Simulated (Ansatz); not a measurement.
`C[SiH2]C=N` → `C=N[SiH2]C`  (isomerisation)

Program: Ansatz. Geometries: PBE0-D4/def2-TZVP. ΔE: electronic, gas phase. CCSD(T)/CBS adds triple-zeta CCSD(T) − MP2 to the extrapolated MP2 energy (def2 sets, frozen cores). Functionals use def2-TZVPP. HSE06 is defined as in plane-wave codes. One conformer a species, not always the lowest.

Problem. Is it downhill or uphill in electronic energy at CCSD(T)/CBS, and by how much? (An estimate is asked.)

Solution. Ansatz gave: Downhill: ΔE = -0.52 eV.

Problem. What do these levels give: LDA (SPW92), CAM-B3LYP-D4, B2PLYP, HSE06, CCSD(T)/def2-SVP, HF/def2-QZVPP? (Estimate.)

Solution. The calculation gave: LDA (SPW92) -0.47, CAM-B3LYP-D4 -0.56, B2PLYP -0.55, HSE06 -0.48, CCSD(T)/def2-SVP -0.48, HF/def2-QZVPP -0.65 eV.

Largest T1 diagnostic among the species: 0.012.

From BLYP to BHLYP (50 % exact exchange), in def2-TZVPP and without D4, ΔE moves by −0.08 eV. At CCSD(T), def2-SVP lies +0.04 eV from the extrapolated value and def2-TZVPP +0.00 eV. In def2-TZVPP, CCSD(T) changes the Hartree–Fock value by +0.13 eV (the triples alone add +0.02 eV) and MP2 by +0.08 eV.
